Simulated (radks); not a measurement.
The numbers below are computed, except where a source is named.
Initial-state core-level shifts of the platinum ion Pt2+ when its valence configuration changes from [Xe] 4f14 5d8. Code: a radial shooting solver on a logarithmic mesh with Libxc functionals. Model: scalar-relativistic Kohn-Sham, r2SCAN, spin-unpolarised, spherical densities, finite nucleus; meta-GGA in the generalised Kohn-Sham scheme; Fermi nuclear charge, rms radius 5.427 fm. Shifts are changes of the shell-averaged eigenvalues in eV (positive: less bound); the change of the density at the nucleus, which sets a Mossbauer isomer shift, is in e/bohr^3, on a base of 2.116e+06.

| valence | 1s | 4s | 5s | 5p | density at nucleus |
|---|---|---|---|---|---|
| 4f14 5d6 6s2 | -7.978 | -8.087 | -7.560 | -6.990 | +430.5 |
| 4f13.5 5d8 6s0.5 | -8.015 | -8.472 | -4.099 | -3.403 | +163.9 |
| 4f14 5d7 6p1 | -5.583 | -5.625 | -5.394 | -5.106 | +14.3 |
| 4f13 5d7 6s1 6p1 | -22.180 | -23.072 | -13.863 | -12.146 | +369.6 |
| 4f13 5d9 | -12.174 | -12.994 | -4.387 | -3.264 | +128.3 |
| 4f12.5 5d8 6s0.5 6p1 | -26.448 | -27.673 | -14.174 | -12.057 | +321.9 |
| 4f14 5d7.5 6s0.5 | -1.937 | -1.968 | -1.858 | -1.726 | +98.8 |
| 4f14 5d7.5 6p0.5 | -2.783 | -2.806 | -2.700 | -2.561 | +6.6 |
| 4f11.5 5d8 6s0.5 6p2 | -45.727 | -47.522 | -24.399 | -20.841 | +491.2 |
